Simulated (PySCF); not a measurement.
Several molecules and their computed UV-vis stick spectra, shuffled. Level of theory: TDDFT wB97X-D/def2-SVPD, vertical, gas phase, core orbitals frozen in the response (PySCF 2.14.0, density-fitted response routines). Geometries: PBE0-D3(BJ)/def2-SVP; one conformer of each isolated species. Triplets are in the Tamm–Dancoff approximation. Relativistic effects are left out although some hold elements past zinc.

A. `CC(=O)OCCB(F)F`
B. `CO[Si@H](N)[SiH3]`
C. `FB(F)CCC(F)F`
D. `C([Se]C)#N`
E. `C[Si@H](N)O[SiH3]`

Lowest singlet levels (six at most, fewer where fewer were computed) with oscillator strengths:

1. 5.98 eV (f 0.001); 8.10 eV (f 0.011); 8.25 eV (f 0.147); 8.62 eV (f 0.019); 8.68 eV (f 0.000); 8.76 eV (f 0.007); T1 5.50 eV
2. 4.69 eV (f 0.000); 5.95 eV (f 0.005); 6.69 eV (f 0.015); 6.75 eV (f 0.043); 7.29 eV (f 0.036); 7.66 eV (f 0.012); T1 4.33 eV
3. 6.94 eV (f 0.069); 7.54 eV (f 0.000); 7.86 eV (f 0.011); 8.26 eV (f 0.024); 8.29 eV (f 0.028); 8.36 eV (f 0.043); T1 6.67 eV
4. 8.60 eV (f 0.012); 9.26 eV (f 0.025); 9.69 eV (f 0.030); 9.79 eV (f 0.026); 9.98 eV (f 0.014); 10.00 eV (f 0.002); T1 7.84 eV
5. 6.63 eV (f 0.036); 7.18 eV (f 0.058); 7.43 eV (f 0.031); 7.61 eV (f 0.006); 7.77 eV (f 0.016); 7.89 eV (f 0.003); T1 6.15 eV

Question: Which spectrum belongs to which structure?

Answer: 1 = A, 2 = D, 3 = E, 4 = C, 5 = B.
- A: S1 at 5.98 eV, HOMO→LUMO+1 (64%), HOMO→LUMO (33%); Löwdin shares by element: HOMO oxygen 76%, carbon 17% or more; LUMO boron 37%, carbon 19% or more, oxygen 10% or more (atoms not listed hold the other 33%); HOMO -10.17 and LUMO 1.73 eV.
- B: S1 at 6.63 eV, HOMO→LUMO (86%); Löwdin shares by element: HOMO nitrogen 41%, silicon 26%, oxygen 14% (atoms not listed hold the other 20%); LUMO silicon 43%, nitrogen 10%, hydrogen 9% or more (atoms not listed hold the other 38%); HOMO -9.47 and LUMO 1.72 eV.
- C: S1 at 8.60 eV, HOMO→LUMO+1 (53%), HOMO-2→LUMO+1 (22%), HOMO→LUMO (11%); Löwdin shares by element: HOMO carbon 34% or more, fluorine 28% or more (atoms not listed hold the other 38%); LUMO boron 57%, fluorine 12% or more, carbon 8% or more (atoms not listed hold the other 24%); HOMO -11.51 and LUMO 1.69 eV.
- D: S1 at 4.69 eV, HOMO→LUMO (93%); Löwdin shares by element: HOMO selenium 61%, carbon 22%, nitrogen 13%; LUMO selenium 51%, carbon 30%, nitrogen 12%; HOMO -9.20 and LUMO 0.59 eV; point group Cs, 1 of its 6 listed states under f = 0.0005.
- E: S1 at 6.94 eV, HOMO→LUMO (75%), HOMO→LUMO+3 (15%); Löwdin shares by element: HOMO nitrogen 66%, hydrogen 13% or more, oxygen 11%; LUMO silicon 44%, nitrogen 7%, hydrogen 7% or more (atoms not listed hold the other 42%); HOMO -9.63 and LUMO 1.87 eV.

Without π bonds the low states are Rydberg-like; a valence basis with one diffuse set may place them up to an eV too high.
